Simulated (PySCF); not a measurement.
**`O(CP(=C)(C)C)C`, C5H13OP**

Cartesian coordinates in Å; atom numbers follow the order of the lines, from 1:
```xyz
20

C    -2.368    0.594   -1.392
P    -1.033    0.232   -0.401
C    -1.368   -1.277    0.558
C    -0.808    1.548    0.835
C     0.791   -0.085   -0.854
O     1.552   -0.350    0.297
C     2.906   -0.592    0.015
H    -2.234    1.538   -1.915
H    -2.582   -0.215   -2.086
H    -2.320   -1.141    1.067
H    -0.566   -1.449    1.273
H    -1.446   -2.123   -0.122
H    -0.029    1.267    1.540
H    -1.759    1.691    1.343
H    -0.533    2.472    0.329
H     1.171    0.802   -1.391
H     0.827   -0.932   -1.562
H     3.396   -0.784    0.968
H     3.372    0.276   -0.468
H     3.026   -1.463   -0.641
```

Level of theory: PySCF 2.14.0, GIAO KT3/pcSseg-1 magnetisability, rotational g tensor and spin-rotation constants, non-relativistic, gas phase. Geometry: GFN2-xTB.

Question: How diamagnetic is it, and how anisotropic?

Answer: Isotropic -1436 × 10⁻³⁰ J/T², or -86.5 × 10⁻⁶ cm³/mol; principal values -1502, -1417, -1390 × 10⁻³⁰ J/T², anisotropy 102 × 10⁻³⁰ J/T² (root of half the summed squared differences of the principal values). The susceptibility is in cgs units.

Question: Split it along the inertial axes a, b, c into diamagnetic and paramagnetic parts about the centre of mass, with the quadrupole moment.

Answer: 
| axis | χ (10⁻⁶ cm³/mol) | diamagnetic (10⁻⁶ cm³/mol) | paramagnetic (10⁻⁶ cm³/mol) | summed x² of all electrons (Å²) | quadrupole Θ (D Å) |
| --- | --- | --- | --- | --- | --- |
| a | -90.5 | -479.9 | 389.4 | 215.0 | -7.13 |
| b | -83.7 | -1139.3 | 1055.6 | 59.5 | +5.09 |
| c | -85.4 | -1164.6 | 1079.2 | 53.6 | +2.04 |

Anisotropies 2χaa − χbb − χcc = -11.8 and 2χbb − χaa − χcc = +8.4 × 10⁻⁶ cm³/mol. Θ is traceless in Buckingham's convention.

Question: And the rotational g tensor?

Answer: 
```tsv
axis	rotational constant (GHz)	g	nuclear part	electronic part
a	3.6423	-0.0006	0.6657	-0.6664
b	1.2239	-0.0082	0.5987	-0.6070
c	1.1952	-0.0061	0.5999	-0.6060
```
Asymmetric top; isotopes 12C, 1H, 16O, 31P; no vibrational averaging.
